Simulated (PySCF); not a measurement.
# Electron correlation in O²⁺ (oxygen, charge +2)

[He] 2s2 2p2, high-spin 3P determinant. All numbers are calculated (PySCF 2.14, the spin-free X2C one-electron Hamiltonian (Gaussian nucleus), in cc-pVTZ-DK). Frozen: 1s2; 4 electrons correlated.

MP2 pair energies summed by pair of shells (mhartree):

```json
{"pair": "2s-2p", "energy": "-45.33", "share (%)": "60.6"}
{"pair": "2s-2s", "energy": "-21.90", "share (%)": "29.3"}
{"pair": "2p-2p", "energy": "-7.58", "share (%)": "10.1"}
```

Total MP2 correlation energy: -74.81 mhartree.

Same-spin part -13.04 and opposite-spin part -61.77 mhartree; SCS-MP2 scales them by 1/3 and 6/5 to -78.47 mhartree.

| level | correlation energy (mhartree) |
| --- | --- |
| CCSD | -96.42 |
| (T) | -1.31 |
| CCSD(T) | -97.73 |

Diagnostics: T1 = 0.0047, D1 = 0.0096, largest double amplitude 0.122.

**Question.** Is a single reference adequate?

**Answer.** Mostly. T1 lies below 0.03, but a double amplitude of this size points to a near-degeneracy that CCSD handles and MP2 describes poorly.
